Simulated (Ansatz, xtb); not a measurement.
# C6H6OS: which of two isomers lies lower

Structure X is `O=CC1=CCC(S)=C1`, a singlet and structure Y is `O=CC1=C(S)CC=C1`, a singlet. Both are isolated molecules in the gas phase, relaxed with r2SCAN-D4/def2-SVP; the shapes shown needn't be the lowest conformers.

X (Å):

```xyz
14

C     0.0704    0.4022   -2.7140
C    -0.0927   -0.2059   -1.3875
C     0.4569   -1.3917   -0.9944
C     0.0550   -1.6569    0.4225
C    -0.7939   -0.4598    0.7771
C    -0.8696    0.3772   -0.2934
O    -0.4262    1.4588   -3.0429
S    -1.5564   -0.2153    2.3359
H     0.7047   -0.1951   -3.4242
H     1.0871   -2.0492   -1.5972
H     0.9324   -1.7527    1.0908
H    -0.5084   -2.6045    0.5231
H    -1.0877   -1.3438    2.9116
H    -1.4043    1.3250   -0.3647
```

Y (Å):

```xyz
14

C    -1.0616   -1.9623   -0.6646
C     0.2898   -1.5040   -0.4665
C     0.9658   -0.6306   -1.3129
C     2.3464   -0.3963   -0.7669
C     2.3784   -1.2335    0.4826
C     1.1899   -1.8597    0.6354
O    -1.7850   -1.6339   -1.6129
S     0.3603    0.0845   -2.7531
H    -1.4638   -2.6642    0.1063
H    -0.8583   -0.5772   -2.5668
H     3.1193   -0.6898   -1.5024
H     2.5182    0.6790   -0.5698
H     3.2444   -1.3027    1.1425
H     0.9144   -2.5355    1.4493
```

Question: Estimate which is lower in electronic energy at CCSD(T)/def2-SVP + ΔMP2/def2-TZVPP, and by roughly how much.

Answer: CCSD(T)/def2-SVP + ΔMP2/def2-TZVPP gives E(Y) − E(X) = −1.57 kcal/mol, slightly favouring structure Y, which is too small a margin to settle the true order.

How the difference moves with the method:

```tsv
level	geometry	E(Y) − E(X) (kcal/mol)	departure from the last row (kcal/mol)	job, with rough time for the two
GFN2-xTB	GFN2-xTB	−8.84	−7.27	optimisation, 0.17 s
HF/STO-3G	GFN2-xTB	+0.07	+1.64	single point, 0.86 s
r2SCAN-D4/def2-SVP//GFN2-xTB	GFN2-xTB	−7.38	−5.80	single point, 9.9 s
r2SCAN-D4/def2-SVP	r2SCAN-D4/def2-SVP	−7.57	−6.00	optimisation, 1.8 min
HF/def2-SVP	r2SCAN-D4/def2-SVP	+3.22	+4.80	part of the CCSD(T) run
MP2/def2-SVP	r2SCAN-D4/def2-SVP	−3.03	−1.46	part of the CCSD(T) run
CCSD(T)/def2-SVP	r2SCAN-D4/def2-SVP	−1.70	−0.12	single point
CCSD(T)/def2-SVP + ΔMP2/def2-TZVPP	r2SCAN-D4/def2-SVP	−1.57		single point, 3.9 min
```

As drawn, both hold the same kinds of bond in the same numbers.

HF/def2-SVP puts the two in the other order. HF/STO-3G finds them nearly level. The largest departure from CCSD(T)/def2-SVP + ΔMP2/def2-TZVPP is that of GFN2-xTB, 7.27 kcal/mol. The last row adds to CCSD(T) the change of the MP2 difference between the two basis sets, here +0.12 kcal/mol.

With thermal terms from frequencies at re-optimised GFN2-xTB minima (ideal gas, soft modes damped towards free rotors, one conformer each, 298.15 K, 1 atm): the zero-point term adds +0.56 kcal/mol; ΔH is −1.49 and ΔG −0.18 kcal/mol.

The correlated steps freeze 12 core orbitals. Programs: Ansatz 0.2.0, xtb 6.7.1; the last row on 2 threads of Arm Neoverse V1 on a shared host.
